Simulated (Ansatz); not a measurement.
(4-phenylthiophenyl)diphenylsulfonium hexafluorophosphate, `F[P-](F)(F)(F)(F)F.c1ccc(Sc2ccc([S+](c3ccccc3)c3ccccc3)cc2)cc1`. The state is a singlet with charge 0. Geometry PBE-D4/def2-SVP; atoms count from 1.

```xyz
52

F     3.259   -1.930   -4.330
P     3.298   -0.405   -3.761
F     4.923   -0.344   -3.838
F     3.402   -1.006   -2.191
F     3.136    0.228   -5.252
F     3.280    1.148   -3.109
F     1.620   -0.432   -3.604
C    -5.582   -2.368    3.492
C    -5.866   -2.619    2.140
C    -4.868   -3.127    1.293
C    -3.584   -3.387    1.807
S    -2.330   -4.093    0.742
C    -1.339   -2.688    0.313
C    -1.681   -1.356    0.635
C    -0.845   -0.304    0.246
C     0.335   -0.589   -0.461
S     1.486    0.639   -1.046
C     2.503    1.080    0.363
C     3.801    1.489    0.010
C     4.688    1.839    1.038
C     4.285    1.760    2.381
C     2.992    1.321    2.711
C     2.086    0.971    1.699
C     0.499    2.098   -1.381
C     0.166    2.250   -2.739
C    -0.590    3.370   -3.114
C    -0.982    4.316   -2.153
C    -0.615    4.156   -0.806
C     0.137    3.041   -0.408
C     0.678   -1.907   -0.821
C    -0.159   -2.951   -0.422
C    -3.300   -3.146    3.166
C    -4.299   -2.631    4.003
H    -6.366   -1.971    4.154
H    -6.871   -2.418    1.739
H    -5.077   -3.324    0.231
H    -2.609   -1.141    1.183
H    -1.129    0.735    0.472
H     4.095    1.508   -1.052
H     5.710    2.160    0.784
H     4.991    2.028    3.181
H     2.686    1.242    3.765
H     1.081    0.599    1.946
H     0.516    1.506   -3.472
H    -0.859    3.510   -4.172
H    -1.567    5.197   -2.458
H    -0.907    4.910   -0.059
H     0.455    2.921    0.639
H     1.588   -2.090   -1.413
H     0.101   -3.986   -0.693
H    -2.295   -3.368    3.556
H    -4.077   -2.442    5.065
```

Single mean-field runs in def2-SVP are fitted with def2-universal-jkfit.

Question: Estimate the Mulliken populations of the heavy atoms from the PBE0/def2-SVP orbitals of Ansatz.

Answer: 
```tsv
atom	charge (e)
F1	-0.37
P2	1.56
F3	-0.37
F4	-0.42
F5	-0.37
F6	-0.41
F7	-0.42
C8	-0.01
C9	-0.03
C10	0.04
C11	-0.23
S12	0.10
C13	-0.07
C14	-0.02
C15	0.03
C16	-0.16
S17	0.37
C18	-0.16
C19	0.07
C20	-0.03
C21	0.00
C22	-0.03
C23	0.02
C24	-0.16
C25	0.07
C26	-0.03
C27	0.00
C28	-0.03
C29	0.02
C30	0.07
C31	-0.01
C32	0.05
C33	-0.03
```
Mulliken values depend strongly on the basis.

Question: And the Mayer bond orders between heavy atoms (over 0.3)?

Answer: F1–P2 0.94 (1.63 Å); P2–F3 0.95 (1.63 Å); P2–F4 0.78 (1.68 Å); P2–F5 0.94 (1.63 Å); P2–F6 0.78 (1.68 Å); P2–F7 0.77 (1.69 Å); C8–C9 1.40 (1.40 Å); C8–C33 1.39 (1.41 Å); C9–C10 1.40 (1.40 Å); C10–C11 1.39 (1.41 Å); C11–S12 1.01 (1.79 Å); C11–C32 1.37 (1.41 Å); S12–C13 1.03 (1.77 Å); C13–C14 1.37 (1.41 Å); C13–C31 1.34 (1.41 Å); C14–C15 1.43 (1.40 Å); C15–C16 1.36 (1.40 Å); C16–S17 0.97 (1.78 Å); C16–C30 1.35 (1.41 Å); S17–C18 0.95 (1.79 Å); S17–C24 0.96 (1.79 Å); C18–C19 1.38 (1.41 Å); C18–C23 1.38 (1.40 Å); C19–C20 1.41 (1.40 Å); C20–C21 1.39 (1.40 Å); C21–C22 1.39 (1.41 Å); C22–C23 1.41 (1.40 Å); C24–C25 1.38 (1.41 Å); C24–C29 1.38 (1.40 Å); C25–C26 1.41 (1.40 Å); C26–C27 1.39 (1.40 Å); C27–C28 1.39 (1.41 Å); C28–C29 1.41 (1.40 Å); C30–C31 1.46 (1.40 Å); C32–C33 1.41 (1.40 Å).
